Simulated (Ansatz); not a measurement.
System: CH3Br3Ge, charge 0, multiplicity 1. 
Structure (B3LYP-D3(BJ)/def2-TZVP (Ansatz, a quantum-chemistry and plane-wave program) minimum search):
```
Ge
C 1 1.9456
H 2 1.0883 1 108.63
H 2 1.0883 3 110.30 1 -118.96
H 2 1.0883 3 110.30 4 -122.09
Br 1 2.3163 2 110.65 3 -60.00
Br 1 2.3163 2 110.65 3 60.00
Br 1 2.3163 2 110.65 3 180.00
```
Charge 0, spin multiplicity 1.

Basis-set convergence of Hartree-Fock and CCSD correlation energies (hartree) with Ansatz. Valence correlation only, unless marked. No spin-orbit coupling. Frozen are the shells of the preceding noble gas and the d and f shells that filled before the atom's block. No relativistic terms.

| basis | functions | E(HF) | E(corr, CCSD) |
|---|---|---|---|
| aug-cc-pVDZ | 194 | -9832.27493 | -0.65790 |
| aug-cc-pVTZ | 351 | -9832.58531 | -0.83587 |
| aug-cc-pVQZ | 590 | -9832.59882 | -0.89520 |

Extrapolating the two largest sets (X = 3 and 4) as X^-3: E(corr) = (64·(-0.89520) - 27·(-0.83587))/37 = -0.9385 Eh, an estimate of the basis-set limit. The largest set recovers 95.4 % of it, the smallest 70.1 %.
